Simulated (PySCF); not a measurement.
Cartesian coordinates (Å):
SMILES: [CH]=C=C
```xyz
6

C      1.5012    -0.0804     0.0281
C      0.2826    -0.0150     0.0050
C     -1.0793     0.0579    -0.0202
H      2.5614    -0.1372     0.0483
H     -1.5822     0.8556    -0.5498
H     -1.6835    -0.6809     0.4887
```
Charge 0, spin multiplicity 2.

Q: What is the computed highest occupied spin orbital, total energy and dipole moment (ωB97X-D3(BJ)/def2-TZVP // B3LYP-D3(BJ)/def2-TZVP in PySCF)?

A: 
```yaml
highest_occupied_spin_orbital: -8.56 eV
total_energy: -116.0933 Ha
dipole_moment: 0.10 D
```
